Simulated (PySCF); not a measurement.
# Nb (niobium, neutral) across methods

[Kr] 4d4 5p1, one real determinant (an excited configuration). All numbers are calculated (PySCF 2.14, scalar relativity through the core potential, in aug-cc-pwCVDZ-PP with ECP28MDF).

```csv
method,E (hartree),mean ε 4p β (eV),mean ε 4d α (eV),mean ε 5p α (eV),Σ⟨r²⟩ (bohr²),⟨S²⟩
PBE0,-56.5274,-36.048,-5.985,-2.556,66.15,8.751
LDA,-56.3837,-34.051,-4.848,-2.234,65.12,8.750
r2SCAN,-56.5585,-34.555,-4.935,-2.211,64.92,8.751
BP86,-56.6003,-34.197,-4.846,-2.270,65.14,8.751
PBE,-56.5429,-33.985,-4.764,-2.165,65.72,8.751
wB97X,-56.4958,-38.729,-8.043,-3.551,68.13,8.751
```

Q: Estimate the same row for UHF.

A: E (hartree) = -56.05023; mean ε 4p β (eV) = -41.312; mean ε 4d α (eV) = -9.326; mean ε 5p α (eV) = -3.376; Σ⟨r²⟩ (bohr²) = 70.92; ⟨S²⟩ = 8.754.

⟨L²⟩ = 8.01 against 12 for a pure F term, so this real determinant mixes terms. Energies and moments cover only the electrons outside the core potential.
